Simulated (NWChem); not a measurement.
System: C3H4BNO; SMILES OB1C=CC=N1

The following NWChem deck was run.

```
start job
memory heap 200 mb stack 900 mb global 1100 mb
geometry units angstroms
  O      2.060983     0.067252    -0.035371
  B      0.743223     0.037721    -0.011411
  C     -0.283392     1.256515     0.120340
  C     -1.491422     0.688227     0.092748
  C     -1.315901    -0.780127    -0.044743
  N     -0.118342    -1.192719    -0.106382
  H      2.501271    -0.779977    -0.121712
  H     -0.100953     2.312104     0.213096
  H     -2.459087     1.156815     0.155022
  H     -2.153917    -1.464250    -0.090238
end
basis spherical
  * library def2-svp
end
dft
  xc pbe0
  iterations 150
end
driver
  maxiter 120
end
task dft optimize
task dft freq
```

Output (shortened):

```
             Northwest Computational Chemistry Package (NWChem) 7.3.0
             --------------------------------------------------------

 CS  symmetry detected

                             Geometry "geometry" -> ""
                             -------------------------

 Output coordinates in angstroms (scale by  1.889725989 to convert to a.u.)

  No.       Tag          Charge          X              Y              Z
 ---- ---------------- ---------- -------------- -------------- --------------
    1 O                    8.0000     0.10124983    -2.09243320     0.00000000
    2 B                    5.0000     0.04150810    -0.77547896     0.00000000
    3 C                    6.0000     1.24152504     0.28126833     0.00000000
    4 C                    6.0000     0.64344340     1.47514747     0.00000000
    5 C                    6.0000    -0.82654924     1.26325949     0.00000000
    6 N                    7.0000    -1.21335649     0.05555124     0.00000000
    7 H                    1.0000    -0.73919549    -2.55368898     0.00000000
    8 H                    1.0000     2.30535499     0.12499414     0.00000000
    9 H                    1.0000     1.09172871     2.45436583     0.00000000
   10 H                    1.0000    -1.53244711     2.08427903     0.00000000

 Effective nuclear repulsion energy (a.u.)     196.3688732916

      Symmetry information
      --------------------

 Group name             Cs
 Group number              2
 Group order               2
 No. of unique centers    10

                                Z-matrix (autoz)
                                --------

 Units are Angstrom for bonds and degrees for angles

      Type          Name      I     J     K     L     M      Value
      ----------- --------  ----- ----- ----- ----- ----- ----------
    1 Stretch                  1     2                       1.31831
    2 Stretch                  1     7                       0.95870
    3 Stretch                  2     3                       1.59899
    4 Stretch                  2     6                       1.50509
    5 Stretch                  3     4                       1.33531
    6 Stretch                  3     8                       1.07525
    7 Stretch                  4     5                       1.48519
    8 Stretch                  4     9                       1.07695
    9 Stretch                  5     6                       1.26814
   10 Stretch                  5    10                       1.08276
   11 Bend                     1     2     3               128.77012
   12 Bend                     1     2     6               126.11175
   13 Bend                     2     1     7               116.16164
   14 Bend                     2     3     4               104.75860
   15 Bend                     2     3     8               130.27567
   16 Bend                     2     6     5               105.75507
   17 Bend                     3     2     6               105.11813
   18 Bend                     3     4     5               108.40664
   19 Bend                     3     4     9               128.79285
   20 Bend                     4     3     8               124.96573
   21 Bend                     4     5     6               115.96157
   22 Bend                     4     5    10               122.48611
   23 Bend                     5     4     9               122.80051
   24 Bend                     6     5    10               121.55232
   25 Torsion                  1     2     3     4         180.00000
   26 Torsion                  1     2     3     8           0.00000
   27 Torsion                  1     2     6     5         180.00000
   28 Torsion                  2     3     4     5           0.00000
   29 Torsion                  2     3     4     9         180.00000
   30 Torsion                  2     6     5     4           0.00000
   31 Torsion                  2     6     5    10         180.00000
   32 Torsion                  3     2     1     7         180.00000
   33 Torsion                  3     2     6     5          -0.00000
   34 Torsion                  3     4     5     6           0.00000
   35 Torsion                  3     4     5    10         180.00000
   36 Torsion                  4     3     2     6           0.00000
   37 Torsion                  5     4     3     8         180.00000
   38 Torsion                  6     2     1     7          -0.00000
   39 Torsion                  6     2     3     8         180.00000
   40 Torsion                  6     5     4     9         180.00000
   41 Torsion                  8     3     4     9           0.00000
   42 Torsion                  9     4     5    10           0.00000

                           NWChem Geometry Optimization
                           ----------------------------

 maximum gradient threshold         (gmax) =   0.000450
 rms gradient threshold             (grms) =   0.000300
 maximum cartesian step threshold   (xmax) =   0.001800
 rms cartesian step threshold       (xrms) =   0.001200
 fixed trust radius                (trust) =   0.300000
 source of zmatrix                         =   autoz

          -------------------
          Energy Minimization
          -------------------

 Using diagonal initial Hessian
 Scaling for Hessian diagonals: bonds = 1.00  angles = 0.25  torsions = 0.10

          --------
          Step   0

                                 NWChem DFT Module
                                 -----------------

[...]

      ----------------------
      Optimization converged
      ----------------------

  Step       Energy      Delta E   Gmax     Grms     Xrms     Xmax
  ---- ---------------- -------- -------- -------- -------- --------
@    6    -271.06516229 -7.5D-08  0.00009  0.00002  0.00032  0.00087
                                     ok       ok       ok       ok

                                Z-matrix (autoz)
                                --------

 Units are Angstrom for bonds and degrees for angles

[...]

 Rotational Constants
 --------------------
 A=   0.263221 cm-1  (  0.378707 K)
 B=   0.122738 cm-1  (  0.176589 K)
 C=   0.083706 cm-1  (  0.120432 K)

 Temperature                      =   298.15K
 frequency scaling parameter      =   1.0000

 Zero-Point correction to Energy  =   46.143 kcal/mol  (  0.073534 au)
 Thermal correction to Energy     =   49.306 kcal/mol  (  0.078574 au)
 Thermal correction to Enthalpy   =   49.898 kcal/mol  (  0.079518 au)

 Total Entropy                    =   72.169 cal/mol-K
   - Translational                =   39.074 cal/mol-K (mol. weight =  81.0386)
   - Rotational                   =   25.881 cal/mol-K (symmetry #  =        1)
   - Vibrational                  =    7.214 cal/mol-K

 Cv (constant volume heat capacity) =   18.317 cal/mol-K
   - Translational                  =    2.979 cal/mol-K
   - Rotational                     =    2.979 cal/mol-K
   - Vibrational                    =   12.358 cal/mol-K

[normal modes left out]

 ----------------------------------------------------------------------------
 Normal Eigenvalue ||           Projected Infra Red Intensities
  Mode   [cm**-1]  || [atomic units] [(debye/angs)**2] [(KM/mol)] [arbitrary]
 ------ ---------- || -------------- ----------------- ---------- -----------
    1       -0.000 ||    0.000040           0.001         0.039       0.010
    2       -0.000 ||    0.000041           0.001         0.040       0.010
    3        0.000 ||    0.000103           0.002         0.101       0.025
    4        0.000 ||    0.000109           0.003         0.106       0.027
    5        0.000 ||    0.000090           0.002         0.088       0.022
    6        0.000 ||    0.000012           0.000         0.011       0.003
    7      143.942 ||    0.004808           0.111         4.687       1.177
    8      359.692 ||    0.022091           0.510        21.535       5.408
    9      427.347 ||    0.004137           0.095         4.033       1.013
   10      578.914 ||    0.006843           0.158         6.671       1.675
   11      604.391 ||    0.024483           0.565        23.867       5.994
   12      709.832 ||    0.063983           1.476        62.374      15.664
   13      771.532 ||    0.007496           0.173         7.308       1.835
   14      785.324 ||    0.128453           2.964       125.222      31.447
   15      815.349 ||    0.008373           0.193         8.163       2.050
   16      930.815 ||    0.010568           0.244        10.302       2.587
   17      970.089 ||    0.000771           0.018         0.752       0.189
   18      982.116 ||    0.083607           1.929        81.504      20.468
   19     1012.210 ||    0.000007           0.000         0.007       0.002
   20     1064.238 ||    0.012733           0.294        12.413       3.117
   21     1186.159 ||    0.154342           3.561       150.460      37.784
   22     1313.453 ||    0.004445           0.103         4.333       1.088
   23     1358.279 ||    0.042619           0.983        41.547      10.434
   24     1501.267 ||    0.359105           8.285       350.074      87.913
   25     1637.133 ||    0.070568           1.628        68.793      17.276
   26     1705.441 ||    0.036674           0.846        35.752       8.978
   27     3112.169 ||    0.046306           1.068        45.142      11.336
   28     3205.623 ||    0.011388           0.263        11.102       2.788
   29     3253.198 ||    0.001120           0.026         1.092       0.274
   30     3864.554 ||    0.120122           2.771       117.101      29.407
 ----------------------------------------------------------------------------
```

Level: PBE0/def2-SVP.
